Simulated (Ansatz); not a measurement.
```yaml
crystal:
  periodic: [false, false, false]
  atoms:
    - {symbol: N, position_ang: [-0.303583, 0.657870, -0.484169]}
    - {symbol: B, position_ang: [0.313979, 0.318583, -0.043348]}
    - {symbol: C, position_ang: [0.134693, -0.614899, 0.494625]}
    - {symbol: F, position_ang: [-0.607835, -0.998346, 0.438039]}
    - {symbol: H, position_ang: [-0.377636, 0.984414, -0.860487]}
    - {symbol: H, position_ang: [-1.042037, 0.246493, -0.568843]}
    - {symbol: H, position_ang: [1.126486, 0.709639, -0.029444]}
    - {symbol: H, position_ang: [0.540352, -1.107863, 0.247801]}
    - {symbol: H, position_ang: [0.329822, -0.412591, 1.109570]}
basis:
  gaussian: {orbitals: "6-31++G**"}
hamiltonian: {xc: {name: PBE-QIDH}}
output: {forces: true}
```

```sh
$ ansatz run in.yaml --threads 2 --pin off --events-out ev --progress --plain --max-ram 4352MiB
```

It prints (some lines left out):

```
Functional definition: PBE-QIDH
929 factors; integrals over basis functions are off by at most 8.1e-4 eV
mean field evaluation 1: about -5873.8452 eV, gradient 1.0e2 eV
mean field evaluation 2: about -5873.8579 eV, gradient 1.0e2 eV
mean field evaluation 4: about -5891.6422 eV, gradient 6.7e0 eV
mean field evaluation 8: about -5891.7331 eV, gradient 4.7e-1 eV
mean field evaluation 16: about -5891.7340 eV, gradient 9.8e-5 eV
mean field -5891.73397123 eV, -216.5172298819 hartree, gradient 5.2e-6 eV, S^2 0.000000; 0 other end points of the search recorded, 0 dependent functions left out
4 core orbitals not correlated: weight in the atoms' cores, before any rotation towards them, 0.999 or more for the frozen orbitals, at most 0.000 for the correlated occupied ones
reference -5891.73400113 eV, -216.5172309807 hartree; 12, 12 occupied and 90, 90 virtual orbitals, 929 factors
second order -16.59317597 eV of doubles, -0.00000000 eV of singles
Total energy: -5897.26505978 eV, -216.7204936372 hartree
Atom 0 at    -0.303583     0.657870    -0.484169 Å, force   -71.978648   -42.371497    43.778384 eV/Å
Atom 1 at     0.313979     0.318583    -0.043348 Å, force   100.676504   -25.499466    53.052208 eV/Å
Atom 2 at     0.134693    -0.614899     0.494625 Å, force    77.651177    45.579434    -0.383387 eV/Å
Atom 3 at    -0.607835    -0.998346     0.438039 Å, force  -142.464299   -69.108502    -7.715014 eV/Å
Atom 4 at    -0.377636     0.984414    -0.860487 Å, force   -23.061245   110.147561  -122.073086 eV/Å
Atom 5 at    -1.042037     0.246493    -0.568843 Å, force   -13.090140    -6.751337    -1.038268 eV/Å
Atom 6 at     1.126486     0.709639    -0.029444 Å, force    14.350190     5.868860     0.828858 eV/Å
Atom 7 at     0.540352    -1.107863     0.247801 Å, force    39.595818   -33.864642   -17.520670 eV/Å
Atom 8 at     0.329822    -0.412591     1.109570 Å, force    18.320642    15.999588    51.070975 eV/Å
Dipole moment:    -0.297800     0.030620    -0.172522 e Å
```

Problem. What is wrong with this run?

Solution. The geometry is squeezed to about two thirds of its size. Self-consistency was reached. The result belongs to that input, not to the molecule as meant.
